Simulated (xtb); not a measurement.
Ga(H)(Cl)(NH2) (ClGaH₃N), SMILES [GaH]([NH2])[Cl]. All values are semi-empirical tight-binding results from xtb (GFN2-xTB unless named), good for trends rather than for accurate numbers. Coordinates come from a GFN2-xTB optimisation. One conformer was computed; it need not be the lowest.

For metal compounds this method's bond lengths and energies can be far off.

| Item | Value |
|---|---|
| point group as xtb finds it | Cs |
| orbital gap | 4.28 eV |
| zero-point energy | 18.6 kcal/mol |
| G − E(el) at 298.15 K (modified RRHO) | 0.2 kcal/mol |
